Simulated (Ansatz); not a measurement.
Input file for Ansatz (a quantum-chemistry and plane-wave program): U-CCSD(T)/def2-SVP on F3La (SMILES [F][La]([F])[F]), a point of a bond scan (R = 2.593 Å). Elements past Kr take the def2 small-core potentials; no spin–orbit coupling.

Ansatz 0.2 input:
```yaml
crystal:
  periodic: [false, false, false]
  atoms:
    - {symbol: La, position_ang: [0.03201906, -0.05692400, -0.13637047]}
    - {symbol: F, position_ang: [-2.23003706, -1.19096115, 0.43177482]}
    - {symbol: F, position_ang: [-0.06737706, 2.06676129, -0.52460377]}
    - {symbol: F, position_ang: [1.71761741, -0.70428766, 1.05119948]}
basis:
  gaussian:
    orbitals: def2-SVP
correlation: {method: ccsd_t, electrons: outside_noble_gas}
scf: {omitted_lower_state_checks: [cluster_reference]}
magnetization: {spin_polarized: true, initial_magnetization: 0}
```

Program output:

```
WARN ansatz: RAYON_NUM_THREADS=6 ignored (pool sized by the plan → 6); use --threads N
Functional definition: HF
these checks for a lower state are left out or cut short: cluster_reference
integrals: 0.08 GiB planned
689 factors; integrals over basis functions are off by at most 6.5e-4 eV
mean field: 0.20 GiB planned
mean field evaluation 1: about -8958.4128 eV, gradient 4.1e1 eV
mean field evaluation 2: about -8958.4185 eV, gradient 4.1e1 eV
mean field evaluation 4: about -8964.3600 eV, gradient 9.3e-1 eV
mean field evaluation 8: about -8964.3640 eV, gradient 1.1e-4 eV
mean field -8964.36399753 eV, -329.4343006451 hartree, gradient 3.4e-6 eV, S^2 0.000000; 0 other end points of the search recorded, 0 dependent functions left out
7 core orbitals not correlated, not the lowest: weight in the atoms' cores, before any rotation towards them, 0.869 or more for the frozen orbitals, at most 0.100 for the correlated occupied ones
reference -8964.36399753 eV, -329.4343006451 hartree; 12, 12 occupied and 55, 55 virtual orbitals, 689 factors
second order -17.19445389 eV of doubles, -0.00000000 eV of singles
coupled cluster: 0.38 GiB planned
cycle   1  -16.56586114 eV  change    6.3e-1 eV  update   1.5e-1
cycle   2  -16.99222175 eV  change   -4.3e-1 eV  update   6.1e-2
cycle   3  -17.09934841 eV  change   -1.1e-1 eV  update   2.6e-2
cycle   4  -17.11056813 eV  change   -1.1e-2 eV  update   8.0e-3
cycle   5  -17.10218577 eV  change    8.4e-3 eV  update   2.8e-3
cycle   6  -17.09904392 eV  change    3.1e-3 eV  update   1.1e-3
cycle   7  -17.09924110 eV  change   -2.0e-4 eV  update   4.8e-4
cycle   8  -17.09949382 eV  change   -2.5e-4 eV  update   1.9e-4
cycle   9  -17.09955188 eV  change   -5.8e-5 eV  update   8.0e-5
cycle  10  -17.09957578 eV  change   -2.4e-5 eV  update   3.3e-5
cycle  11  -17.09957285 eV  change    2.9e-6 eV  update   1.4e-5
perturbative correction -0.27171491 eV, -0.0099853387 hartree
Total energy: -8981.73528529 eV, -330.0726836955 hartree
Checks for a lower state left out: cluster_reference
```

Self-consistency was reached.

Cost: about 10 core-seconds (a rough figure).
